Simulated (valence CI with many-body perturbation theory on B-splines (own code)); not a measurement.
**Er XX: calculated level list**

Method: valence CI with perturbative core correlation (CI+MBPT): three valence electrons over a frozen Dirac-Fock core [Kr] 4d10, radial functions for each j: 7 s, 7 p, 7 d, 7 f, 4 g, 2 h, with the one-electron correlation potential Σ1 (screened to all orders), the two-electron term Σ2, the three-electron term Σ3, Breit, model QED; selected single and double excitations, second order for the rest, scaled by the run's own slope (own B-spline code, finite nucleus).

No measured levels were compared; by estimate terms of the open shell hold to a few per cent of their energy, and close levels can change places. The list stops below the first excitations out of the core.

Levels 1 to 45 of 144, with energies above the lowest level, 4f3 4I°_9/2. "Leading %" is the weight of the configuration and term that name the level; weights of strongly mixed levels are sums over their largest components and can fall short.

```tsv
No.	Configuration	Term	J	E (cm⁻¹)	Leading %	g	Second component
1	4f3	4I°	9/2	0	90	0.744	9 % 4f3 2H°
2	4f3	4I°	11/2	9366	97	0.967	
3	4f3	4I°	13/2	18239	98	1.102	
4	4f3	4I°	15/2	26592	93	1.189	7 % 4f3 2K°
5	4f3	4F°	3/2	27245	79	0.517	16 % 4f3 2D°
6	4f3	2H°	9/2	30322	49	1.006	29 % 4f3 2G°
7	4f3	4F°	5/2	33271	92	1.032	6 % 4f3 2D°
8	4f3	4S°	3/2	36466	78	1.796	15 % 4f3 2P°
9	4f3	4F°	7/2	36655	69	1.133	28 % 4f3 2G°
10	4f3	4G°	5/2	41695	94	0.591	4 % 4f3 2F°
11	4f3	4F°	9/2	43129	67	1.203	25 % 4f3 2H°
12	4f3	4G°	7/2	44662	53	1.009	26 % 4f3 2G°
13	4f3	2H°	11/2	45141	83	1.106	12 % 4f3 4G°
14	4f3	2K°	13/2	48430	95	0.939	
15	4f3	2G°	7/2	51760	46	0.967	43 % 4f3 4G°
16	4f3	2D°	3/2	53663	40	1.105	27 % 4f3 2P°
17	4f3	4G°	9/2	54051	86	1.148	9 % 4f3 2H°
18	4f3	2K°	15/2	56214	74	1.048	20 % 4f3 2L°
19	4f3	2P°	1/2	58440	79	0.526	21 % 4f3 4D°
20	4f3	4G°	11/2	61200	74	1.221	24 % 4f3 2H°
21	4f3	2G°	9/2	62449	61	1.131	20 % 4f3 4F°
22	4f3	2D°	5/2	62614	91	1.187	6 % 4f3 4F°
23	4f3	4D°	5/2	68199	61	1.275	32 % 4f3 2D°
24	4f3	4D°	3/2	68740	61	1.087	32 % 4f3 2D°
25	4f3	2I°	11/2	70587	74	0.979	17 % 4f3 2H°
26	4f3	2D°	3/2	73431	44	1.080	42 % 4f3 2P°
27	4f3	4D°	1/2	73967	79	0.133	21 % 4f3 2P°
28	4f3	2L°	15/2	75612	80	0.965	20 % 4f3 2K°
29	4f3	2I°	13/2	77481	97	1.071	
30	4f3	4D°	7/2	79440	96	1.414	
31	4f3	2L°	17/2	79854	100	1.057	
32	4f3	2H°	9/2	81452	92	0.924	5 % 4f3 2G°
33	4f3	2D°	3/2	87476	68	0.937	26 % 4f3 4D°
34	4f3	2F°	5/2	88274	42	1.096	32 % 4f3 4D°
35	4f3	2H°	11/2	89586	72	1.060	23 % 4f3 2I°
36	4f3	2D°	5/2	100900	46	1.037	46 % 4f3 2F°
37	4f3	2F°	7/2	102850	92	1.144	
38	4f3	2G°	9/2	115890	97	1.104	
39	4f3	2G°	7/2	119180	95	0.899	5 % 4f3 2F°
40	4f3	2F°	7/2	161690	96	1.135	
41	4f3	2F°	5/2	166150	100	0.856	
42	4f2 5s	4H	7/2	346060	94	0.678	6 % 4f2 5s 2G
43	4f2 5s	4H	9/2	350210	75	0.969	18 % 4f2 5s 2H
44	4f2 5s	4F	3/2	359520	93	0.424	6 % 4f2 5s 2D
45	4f2 5s	4H	11/2	360000	93	1.128	7 % 4f2 5s 2H
```

Names give the largest LS component (configuration and term), which can be under half, so a name can repeat, a term be missing and a line seem to break the LS rules; names also repeat where a configuration has a term twice.

Where two levels of one J and parity lie close, their mixing, g and order are uncertain.

The ionisation energy to 4f2 3H_4 of the next ion comes out as 481.43 eV (NIST: 486 ± 25 eV (theoretical)). All 144 levels together are meant to be complete up to 1077400 cm⁻¹.
